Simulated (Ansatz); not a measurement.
Cost and result for the atomization energy of `C[NH2+][AlH-]([CH3])[CH3]` (17 atoms, 16 bonds).

```
atom   x (Å)   y (Å)   z (Å)
  C1   1.459  -0.665   1.143
  N2   0.001  -0.592   1.308
 Al3  -1.036   0.229  -0.274
  C4  -0.586  -1.021  -1.741
  C5  -0.276   2.054  -0.348
  H6   1.955  -1.108   2.010
  H7   1.683  -1.259   0.258
  H8   1.845   0.341   0.983
  H9  -0.236  -0.046   2.131
 H10  -0.385  -1.518   1.464
 H11  -2.509   0.085   0.371
 H12  -1.189  -0.800  -2.628
 H13  -0.791  -2.069  -1.490
 H14   0.461  -0.958  -2.058
 H15  -0.324   2.579   0.613
 H16   0.768   2.076  -0.683
 H17  -0.837   2.672  -1.058
```

Total charge 0; spin multiplicity 1. All single points use the PBE0-D4/def2-TZVP geometry. It is one conformer, not always the lowest. Program: Ansatz. All runs use 4 threads of an Arm Neoverse V2 on a shared host. Times are those of one run each, without the atoms' runs, and a repeat can differ threefold. Electronic energies, without spin–orbit coupling; frozen cores. CCSD(T)/CBS adds CCSD(T) − MP2 in def2-TZVPP to the MP2 limit, and its time is that of the two runs behind it. T1 = 0.009. HSE06 is the plane-wave form, built on full-range PBE exchange.

CCSD(T)/CBS is a level of theory with its own doubt, some kJ/mol a heavy atom from the limit and from the frozen cores, so smaller differences don't rank the functionals.

```json
{"level": "LDA (SPW92)/def2-TZVPP", "functions": "334", "wall time": "1.8 s"}
{"level": "revPBE-D4/def2-TZVPP", "functions": "334", "wall time": "2.8 s"}
{"level": "PBE-D4/def2-TZVPP (with forces)", "functions": "334", "wall time": "3.4 s"}
{"level": "HSE06-D4/def2-TZVPP", "functions": "334", "wall time": "4.5 s"}
{"level": "CAM-B3LYP-D4/def2-TZVPP", "functions": "334", "wall time": "4.6 s"}
{"level": "r2SCAN-D4/def2-TZVPP (with forces)", "functions": "334", "wall time": "6.5 s"}
{"level": "B2PLYP/def2-TZVPP", "functions": "334", "wall time": "8 s"}
{"level": "PBE-QIDH/def2-TZVPP", "functions": "334", "wall time": "8.5 s"}
{"level": "B97M-V/def2-TZVPP", "functions": "334", "wall time": "12 s"}
{"level": "CCSD(T)/def2-SVP", "functions": "134", "wall time": "12 s"}
{"level": "MP2/def2-QZVPP", "functions": "658", "wall time": "40 s"}
{"level": "CCSD(T)/def2-TZVPP", "functions": "334", "wall time": "19 min"}
{"level": "CCSD(T)/CBS(def2)", "functions": "–", "wall time": "20 min"}
```

Problem. What atomization energy does each give, and how far from CCSD(T)/CBS? (Estimate.)

Solution. Ansatz gave: 
| level | atomization (kcal/mol) | difference from CCSD(T)/CBS | per bond |
| --- | --- | --- | --- |
| LDA (SPW92)/def2-TZVPP | 1608.7 | 171.5 | 10.7 |
| revPBE-D4/def2-TZVPP | 1420.7 | -16.5 | -1.0 |
| PBE-D4/def2-TZVPP (with forces) | 1447.8 | 10.6 | 0.7 |
| HSE06-D4/def2-TZVPP | 1434.9 | -2.3 | -0.1 |
| CAM-B3LYP-D4/def2-TZVPP | 1444.5 | 7.3 | 0.5 |
| r2SCAN-D4/def2-TZVPP (with forces) | 1435.5 | -1.7 | -0.1 |
| B2PLYP/def2-TZVPP | 1421.2 | -16.0 | -1.0 |
| PBE-QIDH/def2-TZVPP | 1424.5 | -12.7 | -0.8 |
| B97M-V/def2-TZVPP | 1440.9 | 3.7 | 0.2 |
| CCSD(T)/def2-SVP | 1369.7 | -67.5 | -4.2 |
| MP2/def2-QZVPP | 1426.6 | -10.6 | -0.7 |
| CCSD(T)/def2-TZVPP | 1404.9 | -32.3 | -2.0 |
| CCSD(T)/CBS(def2) | 1437.2 | 0.0 | 0.0 |

Leaving LDA and LC-ωPBE aside and taking each functional with its dispersion term where it has one, the values, not all of them listed here, spread over 37.2 kcal/mol, from BHLYP-D4 to PBE-D4. LDA lies +168.5 kcal/mol from PBE without D4, its usual overbinding. From BLYP to BHLYP (50 % exact exchange), in def2-TZVPP and without D4, the atomization energy moves by −11.3 kcal/mol: exact exchange takes away binding that semilocal exchange gives to molecules. At CCSD(T), def2-SVP lies −67.5 kcal/mol from the extrapolated value and def2-TZVPP −32.3 kcal/mol: correlation converges slowly with the basis, and small sets miss more of it in the bonded molecule than in its fragments.
